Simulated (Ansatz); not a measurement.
`CO[CH2][GeH3]`. Charge 0, multiplicity 1. Correlated methods include outer-core shells of Ge, which these sets cover unevenly. Scalar relativity is left out up to krypton.

Z-matrix (Å, degrees):
```
C
O 1 1.402
H 1 1.099 2 111.4
H 1 1.099 2 111.4 3 -121.1
H 1 1.090 2 107.6 3 119.5
C 2 1.404 1 112.4 3 60.5
Ge 6 1.967 2 108.5 1 180.0
H 6 1.101 2 111.2 1 59.6
H 6 1.101 2 111.2 1 -59.6
H 7 1.540 6 108.7 2 -180.0
H 7 1.536 6 110.0 2 -60.4
H 7 1.536 6 110.0 2 60.4
```

Give the diagnostics of a CCSD(T)/def2-TZVPP run (frozen core, Ansatz 0.2.0). (Best estimate.)

Computed: T1 = 0.0110, largest single amplitude 0.017, largest double 0.025, (T) share of the correlation energy 3.5 %, 8 CCSD cycles. The RHF solution is stable towards an unrestricted one. T1 lies under the customary mark of 0.02 for closed shells.
